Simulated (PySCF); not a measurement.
From computed data to an observable: oscillator strength and radiative lifetime

TaOF2, SMILES [F][Ta+](=[O])[F], charge +1, multiplicity 1.

Geometry optimised at r2SCAN-D4/def2-TZVP. The multiplicity is an assumed one; other spin states were not compared. The isomer is the one that the SMILES or the coordinates give; other isomers of the formula were not compared. The def2 effective core potentials stand for the cores of Ta; spin–orbit coupling is left out.

TDDFT-LC-ωPBE/def2-SVPD (PySCF) puts the first singlet state with f over 0.02 at 7.45 eV (vertical), with the transition dipole (0.157, -0.366, 0.000) in atomic units.

Task: Find the oscillator strength, the wavelength and the radiative lifetime that this transition would have in vacuum if emission retraced absorption.

Result: 
|μ|² = 0.1586 au, so |μ| = 1.01 D. ΔE = 7.45/27.211 = 0.2738 hartree. f = (2/3) ΔE |μ|² = 0.029 (the program prints 0.029).
λ = 1239.84/7.45 = 166 nm; ν = 60088 cm⁻¹.
Einstein's coefficient A = 0.6670 ν² f s⁻¹ (ν in cm⁻¹) = 7.0e7 s⁻¹, so τ = 1/A = 14 ns. This state is S10; the lower singlets have f = 0.001, 0.004, 0.003, 0.000, 0.008, 0.001, 0.000, 0.000, 0.015. The figure is the radiative limit of this one transition; relaxation, internal conversion, crossing to triplets and a medium change what is measured.
